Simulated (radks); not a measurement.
Values are calculated unless marked as measured or tabulated.
The nuclear charge of the vanadium ion V2+ is varied continuously with 21 electrons held in [Ar] 3d3. Level of theory: scalar-relativistic Kohn-Sham, PBEsol, spin-polarised, spherical densities, point nucleus; open shells are filled with parallel spins first (a radial shooting solver on a logarithmic mesh with Libxc functionals). By the Hellmann-Feynman theorem dE/dZ = E(electron-nucleus)/Z, the electronic potential at the nucleus. The scalar-relativistic energy here is not variational (the density holds large components alone), so the two differ by a part that grows with Z.

Z     E (hartree)  E(electron-nucleus)/Z (hartree)  HOMO  e(HOMO) (eV)  <r> HOMO (bohr)
22.5   -899.13877                         -94.8090    3d       -14.879            1.459
22.6   -908.65280                         -95.3547    3d       -16.272            1.423
22.7   -918.22148                         -95.9000    3d       -17.714            1.390
22.8   -927.84475                         -96.4448    3d       -19.203            1.359
22.9   -937.52260                         -96.9894    3d       -20.738            1.330
23     -947.25497                         -97.5336    3d       -22.318            1.302
23.1   -957.04186                         -98.0775    3d       -23.940            1.277
23.2   -966.88322                         -98.6212    3d       -25.606            1.252
23.3   -976.77905                         -99.1647    3d       -27.314            1.229
23.4   -986.72932                         -99.7080    3d       -29.062            1.207
23.5   -996.73401                         -100.251    3d       -30.851            1.187
23.6  -1006.79312                         -100.794    3d       -32.680            1.167
23.7  -1016.90663                         -101.337    3d       -34.549            1.148
23.8  -1027.07453                         -101.880    3d       -36.456            1.130
23.9  -1037.29682                         -102.423    3d       -38.401            1.112
24    -1047.57347                         -102.965    3d       -40.384            1.096

The central difference of E at Z = 23 is -97.596 hartree, to compare with the third column; the second derivative is -5.45 hartree.
